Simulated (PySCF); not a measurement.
PySCF job for B(GeH3)(Me)2 (C₂H₉BGe), SMILES C[B](C)[GeH3], PBE0-D3(BJ)/def2-SVP. The structure is a stationary point at PBE0-D3(BJ)/def2-SVP.

```python
import numpy as np
from pyscf import gto, scf, dft, df
from pyscf.hessian import thermo

mol = gto.M(
    atom='''
    B    -0.95302890    0.16607031    0.34916044
    Ge    0.97050350   -0.17316858   -0.36992874
    H     1.39465985   -1.65373880   -0.23653459
    H     1.18144071    0.23706628   -1.84425968
    H     1.99107008    0.63659359    0.46638784
    C    -1.42127185   -0.60194784    1.62853337
    H    -1.85830638   -1.54088169    1.22778226
    H    -2.22977452   -0.10089087    2.18470747
    H    -0.62429398   -0.91451966    2.31930795
    C    -1.88884418    1.19016564   -0.37229162
    H    -2.95704632    1.08587743   -0.12376446
    H    -1.75797542    1.25489848   -1.46270711
    H    -1.57004526    2.17733126    0.02354704
    ''',
    basis='def2-SVP',
    charge=0,
    spin=0,
    max_memory=1600,
    verbose=3,
)
mf = dft.RKS(mol, xc='pbe0').density_fit(auxbasis='def2-universal-jkfit')
mf.disp = 'd3bj'
mf.grids.level = 3
mf.conv_tol = 1e-11
mf.max_cycle = 100
mf.kernel()

# [left out here: the lines that compute and print the analytic Hessian (its translational invariance restored by hand, since the grid's response is missing), thermochemistry and intensities]
```

Output:

```
[...]
       8   H                 0.01  0.06  0.00    0.03 -0.06 -0.11    0.20  0.17 -0.23
       9   C                -0.01 -0.02 -0.01   -0.08  0.00  0.03   -0.02  0.01 -0.04
      10   H                -0.01  0.06  0.02   -0.15  0.23 -0.23   -0.06  0.23 -0.07
      11   H                 0.01  0.06 -0.00    0.14  0.02  0.05   -0.22  0.25 -0.06
      12   H                 0.07 -0.07  0.05    0.05  0.04 -0.13   -0.16  0.08 -0.07
Mode                                18                  19                  20
Irrep
Freq [cm^-1]                     1294.1463           1317.2271           1399.1248
Reduced mass [au]                   1.3318              1.7045              1.0447
Force const [Dyne/A]                1.3142              1.7425              1.2049
Char temp [K]                    1861.9884           1895.1966           2013.0291
Normal mode                   x     y     z       x     y     z       x     y     z
       0   B                -0.04  0.01  0.02   -0.03  0.06 -0.09   -0.03  0.01  0.01
       1  Ge                 0.00 -0.00 -0.00    0.00 -0.00  0.00    0.00 -0.00 -0.00
       2   H                 0.00 -0.00 -0.00    0.01  0.01 -0.00    0.00 -0.00  0.00
       3   H                 0.00 -0.00 -0.00   -0.02  0.01 -0.01   -0.01  0.01 -0.00
       4   H                -0.00  0.00  0.00    0.01 -0.01 -0.01   -0.00  0.00  0.00
       5   C                 0.05  0.06 -0.07   -0.03 -0.07  0.08   -0.04  0.02 -0.01
       6   H                -0.12 -0.05  0.38    0.03  0.09 -0.35    0.58 -0.29  0.06
       7   H                -0.12 -0.32  0.05    0.07  0.23 -0.06    0.24  0.39  0.04
       8   H                -0.20 -0.23  0.09    0.15  0.22  0.00   -0.20 -0.44 -0.01
       9   C                 0.05 -0.08  0.03    0.05 -0.09  0.05   -0.00 -0.01  0.01
      10   H                -0.01  0.31 -0.03   -0.00  0.23 -0.04    0.01 -0.13  0.00
      11   H                -0.12  0.30  0.02   -0.02  0.30  0.06    0.03  0.17  0.02
      12   H                -0.29  0.13 -0.20   -0.22  0.14 -0.27    0.11  0.02 -0.16
Mode                                21                  22                  23
Irrep
Freq [cm^-1]                     1401.0786           1441.0428           1444.1051
Reduced mass [au]                   1.0480              1.0811              1.1062
Force const [Dyne/A]                1.2122              1.3228              1.3592
Char temp [K]                    2015.8401           2073.3398           2077.7457
Normal mode                   x     y     z       x     y     z       x     y     z
       0   B                 0.01  0.01 -0.03   -0.01  0.01  0.00   -0.00 -0.04  0.02
       1  Ge                -0.00  0.00  0.00    0.00 -0.00  0.00    0.00  0.00 -0.00
       2   H                 0.00  0.00  0.00    0.00  0.00 -0.00   -0.01 -0.00  0.01
       3   H                -0.00  0.00 -0.00    0.00 -0.00  0.00    0.01 -0.00 -0.00
       4   H                 0.01 -0.01 -0.01    0.00 -0.00 -0.00    0.01 -0.01 -0.01
       5   C                -0.02 -0.00  0.00   -0.00 -0.01 -0.05    0.00 -0.01 -0.06
       6   H                 0.18 -0.09 -0.02    0.03  0.01 -0.12   -0.01  0.05 -0.16
       7   H                 0.10  0.13  0.06    0.27 -0.01  0.35    0.27 -0.05  0.39
       8   H                -0.06 -0.09  0.02   -0.22  0.21  0.31   -0.23  0.28  0.35
       9   C                 0.03 -0.01 -0.04    0.04  0.01  0.04   -0.04  0.00 -0.03
      10   H                 0.02  0.48  0.18   -0.08 -0.04 -0.48    0.07 -0.01  0.40
      11   H                 0.01 -0.42 -0.05   -0.49 -0.12 -0.04    0.41  0.13  0.03
      12   H                -0.46 -0.04  0.45    0.10 -0.04  0.10   -0.07  0.06 -0.14
Mode                                24                  25                  26
Irrep
Freq [cm^-1]                     2113.0976           2124.0426           2130.0216
Reduced mass [au]                   1.0198              1.0190              1.0218
Force const [Dyne/A]                2.6830              2.7087              2.7314
Char temp [K]                    3040.2770           3056.0244           3064.6269
Normal mode                   x     y     z       x     y     z       x     y     z
       0   B                -0.00  0.00  0.00   -0.00 -0.00  0.00    0.00 -0.00  0.00
       1  Ge                 0.01  0.01  0.01    0.00 -0.01 -0.00   -0.00 -0.01  0.01
       2   H                 0.02  0.01  0.01   -0.26  0.93 -0.09   -0.05  0.17  0.01
       3   H                 0.01  0.00  0.04   -0.01 -0.07  0.16    0.13  0.26 -0.93
       4   H                -0.65 -0.52 -0.53    0.02 -0.01  0.01   -0.03 -0.03  0.00
       5   C                 0.00 -0.00 -0.00    0.00  0.00 -0.00   -0.00  0.00 -0.00
       6   H                -0.00  0.00  0.00    0.00 -0.00 -0.00   -0.00  0.00  0.00
       7   H                -0.00  0.00 -0.00    0.00  0.00 -0.00   -0.00 -0.00  0.00
       8   H                 0.00  0.00 -0.00    0.00 -0.00 -0.00    0.00  0.00 -0.00
       9   C                 0.00 -0.00 -0.00    0.00  0.00 -0.00   -0.00  0.00 -0.00
      10   H                -0.00 -0.00 -0.00    0.00 -0.00  0.00   -0.00 -0.00 -0.00
      11   H                -0.00  0.00 -0.00   -0.00  0.00 -0.00   -0.00  0.00 -0.00
      12   H                 0.00 -0.00  0.00   -0.00  0.00 -0.00    0.00  0.00  0.00
Mode                                27                  28                  29
Irrep
Freq [cm^-1]                     3013.9474           3015.7007           3105.7112
Reduced mass [au]                   1.0467              1.0472              1.0862
Force const [Dyne/A]                5.6021              5.6112              6.1728
Char temp [K]                    4336.3993           4338.9219           4468.4269
Normal mode                   x     y     z       x     y     z       x     y     z
       0   B                -0.00 -0.00 -0.00   -0.00  0.00 -0.00   -0.00 -0.00  0.00
       1  Ge                 0.00 -0.00  0.00   -0.00 -0.00 -0.00   -0.00  0.00  0.00
       2   H                 0.00  0.00 -0.00    0.00 -0.00  0.00    0.00 -0.00 -0.00
       3   H                -0.00  0.00  0.00    0.00 -0.00 -0.00    0.00  0.00 -0.00
       4   H                 0.00  0.00 -0.00    0.00  0.00  0.00    0.00  0.00 -0.00
       5   C                -0.03 -0.04  0.01    0.02  0.03 -0.01   -0.00 -0.04 -0.05
       6   H                 0.28  0.60  0.25   -0.17 -0.36 -0.15    0.16  0.34  0.13
       7   H                 0.24 -0.17 -0.17   -0.15  0.10  0.10   -0.40  0.25  0.27
       8   H                -0.22  0.07 -0.18    0.13 -0.04  0.11    0.28 -0.12  0.23
       9   C                 0.01 -0.03 -0.00    0.01 -0.05 -0.00    0.03  0.02  0.02
      10   H                -0.20 -0.03  0.05   -0.33 -0.05  0.08   -0.38 -0.04  0.09
      11   H                 0.02  0.00 -0.17    0.04  0.00 -0.28    0.04  0.02 -0.27
      12   H                 0.12  0.38  0.15    0.20  0.63  0.25   -0.07 -0.26 -0.10
Mode                                30                  31                  32
Irrep
Freq [cm^-1]                     3107.0624           3159.0494           3159.8417
Reduced mass [au]                   1.0860              1.1052              1.1044
Force const [Dyne/A]                6.1772              6.4985              6.4971
Char temp [K]                    4470.3711           4545.1687           4546.3087
Normal mode                   x     y     z       x     y     z       x     y     z
       0   B                -0.00 -0.00  0.00   -0.00  0.00  0.00   -0.00  0.00  0.00
       1  Ge                 0.00  0.00 -0.00    0.00  0.00 -0.00    0.00 -0.00 -0.00
       2   H                -0.00  0.00  0.00    0.00 -0.00 -0.00   -0.00  0.00 -0.00
       3   H                -0.00 -0.00  0.00   -0.00 -0.00  0.00    0.00  0.00 -0.00
       4   H                 0.00  0.00  0.00    0.00 -0.00  0.00   -0.00 -0.00 -0.00
       5   C                -0.00 -0.03 -0.04   -0.08  0.03 -0.02   -0.02  0.01 -0.01
       6   H                 0.12  0.25  0.09    0.00  0.04  0.01    0.00  0.01  0.00
       7   H                -0.29  0.18  0.19    0.39 -0.25 -0.28    0.10 -0.06 -0.08
       8   H                 0.20 -0.09  0.17    0.53 -0.20  0.46    0.15 -0.06  0.13
       9   C                -0.05 -0.03 -0.03    0.01  0.00 -0.02   -0.05 -0.01  0.07
      10   H                 0.52  0.05 -0.13   -0.15 -0.02  0.03    0.52  0.05 -0.11
      11   H                -0.06 -0.03  0.38   -0.02 -0.01  0.20    0.08  0.04 -0.73
      12   H                 0.10  0.36  0.14    0.00  0.01 -0.00   -0.02 -0.03  0.00
temperature 298.1500 [K]
pressure 101325.00 [Pa]
Rotational constants [GHz] 6.97363 2.43009 1.88462
Symmetry number 1
Zero-point energy (ZPE) 0.09925 [Eh]   260575.884 [J/mol]
                           tot       elec      trans        rot        vib
Entropy [J/mol/K]       374.143      0.000    168.088    111.762     94.292
Cv [J/mol/K]            111.974      0.000     12.472     12.472     87.030
Cp [J/mol/K]            120.288      0.000     20.786     12.472     87.030
Internal energy [J/mol]                      3718.434   3718.434 274246.201
Internal energy [Eh]   -2182.63342  -2182.74070
Enthalpy [J/mol]                             6197.391   3718.434 274246.201
Enthalpy [Eh]          -2182.63247
Gibbs free energy [J/mol]                  -43918.167 -29603.531 246132.921
Gibbs free energy [Eh] -2182.67496
static polarisability / bohr^3: [[73.469 -4.258 -5.19 ]
 [-4.25  61.461 -4.575]
 [-5.184 -4.579 63.608]]
largest difference of analytic and finite-field dipole derivatives / e: 0.0015078061517573849
mode   freq/cm-1   IR/(km/mol)   Raman/(A^4/amu)   depolarisation
   1       18.55         0.024             0.238            0.750
   2      101.61         0.702             0.493            0.747
   3      139.30         1.195             0.595            0.739
   4      178.63         1.170             0.024            0.750
   5      254.31         1.324             1.114            0.320
   6      272.04         2.478             1.235            0.407
   7      450.27        17.285             4.252            0.250
   8      459.85         9.521             7.589            0.163
   9      509.11        26.666             6.157            0.683
  10      611.34         0.593             0.828            0.152
  11      814.55       154.108            15.714            0.628
  12      826.45        10.264             1.864            0.526
  13      833.51         2.132             5.031            0.486
  14      844.02         4.270             0.397            0.388
  15      888.35        22.295            28.665            0.748
  16      901.65        34.249            28.811            0.750
  17     1090.00        80.447             8.775            0.432
  18     1146.16        15.152             2.196            0.726
  19     1294.15        29.416             8.897            0.437
  20     1317.23       114.950             3.211            0.743
  21     1399.12         0.955            14.613            0.744
  22     1401.08         3.550            17.519            0.750
  23     1441.04         0.593            10.189            0.740
  24     1444.11        13.356             8.681            0.747
  25     2113.10       104.314           180.358            0.229
  26     2124.04       113.488           185.908            0.184
  27     2130.02       143.828           141.838            0.374
  28     3013.95         0.720            28.558            0.233
  29     3015.70         0.227           269.548            0.020
  30     3105.71        16.727           195.694            0.438
  31     3107.06        13.253            23.595            0.666
  32     3159.05         5.513            63.058            0.747
  33     3159.84        11.466           105.110            0.744
max |gradient| / (hartree/bohr): 3.633401727196788e-05
APT charges: [ 0.5573  0.6765 -0.2443 -0.2557 -0.2356 -0.3232  0.0431  0.0009  0.0286
 -0.3215 -0.0039  0.031   0.0468]
```

The run converged.
